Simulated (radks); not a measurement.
Values are calculated unless marked as measured or tabulated.
Task: Excited configurations of F: one electron is placed in a higher orbital outside [He] 2s2 2p4. The ground configuration is [He] 2s2 2p5. Code: a radial shooting solver on a logarithmic mesh with Libxc functionals. Model: scalar-relativistic Kohn-Sham, PBE, spin-polarised, spherical densities, point nucleus; open shells are filled with parallel spins first. Excitation = E - E(ground); binding = E(ion) - E, where the ion is the core of charge +1; n* = 1/sqrt(2 binding) in atomic units, and the quantum defect is n - n*.

| outer orbital | excitation (eV) | binding (eV) | n* | quantum defect | eigenvalue (eV) | <r> (bohr) |
|---|---|---|---|---|---|---|
| 3s | 12.917 | 4.917 | 1.663 | 1.337 | -2.798 | 4.425 |
| 4p | 16.205 | 1.629 | 2.890 | 1.110 | -0.969 | 12.75 |
| 4f | 16.871 | 0.963 | 3.759 | 0.241 | -0.482 | 16.82 |
| 5s | 16.621 | 1.214 | 3.348 | 1.652 | -0.788 | 18.49 |
| 5d | 17.129 | 0.706 | 4.391 | 0.609 | -0.451 | 29.86 |
| 6s | 17.053 | 0.781 | 4.173 | 1.827 | -0.528 | 29.41 |

Estimate the row for 4s.

Result: excitation (eV) 15.670; binding (eV) 2.164; n* 2.507; quantum defect 1.493; eigenvalue (eV) -1.331; <r> (bohr) 10.18. The Delta-SCF ionisation energy is 17.834 eV (NIST Atomic Spectra Database: 17.423 eV, measured). Self-interaction in the functional shifts the binding energies and quantum defects, so they are the method's values and not measured ones. Open shells are spherical and high-spin; term and fine-structure splittings are not resolved.
